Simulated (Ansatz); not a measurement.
`Cc1ccc[se]1` + H–F → `Fc1ccc[se]1` + CH₄  (substitution at a C–C bond)

Gas-phase electronic energies from Ansatz, PBE0-D4/def2-TZVP geometries. CCSD(T)/CBS adds triple-zeta CCSD(T) − MP2 to the extrapolated MP2 energy (def2 sets, frozen cores). This one scheme is used for every species. For Se outer-core shells are correlated without core-valence functions, which leaves a few kJ/mol of doubt a bond. Scalar relativity is left out up to krypton.

`Cc1ccc[se]1`:

Cartesian coordinates in Å:
```
C -1.548 -1.026 -0.821
C -0.440 -0.169 -0.317
C 0.415 -0.429 0.706
C 1.388 0.576 0.973
C 1.324 1.660 0.162
Se -0.046 1.491 -1.074
H -1.599 -1.945 -0.235
H -1.405 -1.303 -1.868
H -2.517 -0.525 -0.744
H 0.352 -1.348 1.278
H 2.123 0.483 1.763
H 1.953 2.536 0.178
```

H–F:

Z-matrix (Å, degrees):
```
F
H 1 0.920
```

`Fc1ccc[se]1`:

Z-matrix (Å, degrees):
```
C
C 1 1.350
Se 1 1.863 2 113.5
F 1 1.324 2 126.1 3 -180.0
C 2 1.425 1 113.0 3 -0.0
H 2 1.082 1 122.5 3 -180.0
C 3 1.859 1 86.0 2 0.0
H 5 1.083 2 122.2 1 180.0
H 7 1.079 3 120.2 1 -180.0
```

CH₄:

Cartesian coordinates in Å:
```
C 0.000 0.000 0.000
H -0.142 1.005 -0.396
H -0.724 -0.183 0.794
H 1.009 -0.093 0.400
H -0.143 -0.729 -0.797
```

```json
{"species": "`Cc1ccc[se]1`", "CCSD(T)/CBS(def2) energy (Eh)": "-2594.56554"}
{"species": "H–F", "CCSD(T)/CBS(def2) energy (Eh)": "-100.39570"}
{"species": "`Fc1ccc[se]1`", "CCSD(T)/CBS(def2) energy (Eh)": "-2654.47249"}
{"species": "CH₄", "CCSD(T)/CBS(def2) energy (Eh)": "-40.46206"}
```

Question: Work out ΔE.

Answer: ΔE = (-2654.47249) + (-40.46206) − (-2594.56554) − (-100.39570) = 0.02669 Eh = +0.73 eV.

Largest T1 diagnostic among the species: 0.012.

From r2SCAN to r2SCAN0 (25 % exact exchange), in def2-TZVPP and without D4, ΔE moves by +0.08 eV. At CCSD(T), def2-SVP lies −0.19 eV from the extrapolated value and def2-TZVPP −0.05 eV. Leaving LDA and LC-ωPBE aside and taking each functional with its dispersion term where it has one, the values, not all of them listed here, spread over 0.23 eV, from B97M-V to PBE-QIDH. LDA lies +0.05 eV from PBE without D4.
